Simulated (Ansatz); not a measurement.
```xyz
10

C     0.0000    0.0034   -0.6692
C     0.0000   -0.0034    0.6692
C     0.0000    1.0250   -1.3597
C     0.0000   -1.0250    1.3597
H     0.0000   -0.8986   -1.1219
H     0.0000    0.8986    1.1219
H     0.0000    0.9821   -2.3639
H     0.0000    1.9402   -0.9394
H     0.0000   -0.9821    2.3639
H     0.0000   -1.9402    0.9394
```

Basis set: cc-pVDZ (spherical functions). Left uncorrelated: 4 orbitals. Charge 0, multiplicity 1.

Computed with Ansatz (development build ahead of 0.2.0); each method stands on the lowest determinant of its kind that the runs found. Restricted open shells among the atoms or ions are ROHF, correlated in semicanonical orbitals with singles.

**Question.** Give the atomization energy at this shape (free ground-state atoms in the same class of orbitals less the molecule, no zero-point energy) of singlet C4H6 by RHF-MP2, RHF.

**Answer.**

| method | atomization energy |
| --- | --- |
| RHF-MP2 | 3752.9 kJ/mol |
| RHF | 2984.2 kJ/mol |

Caution: no unrestricted run beside it, a lower state can exist; the shape is not the minimum.
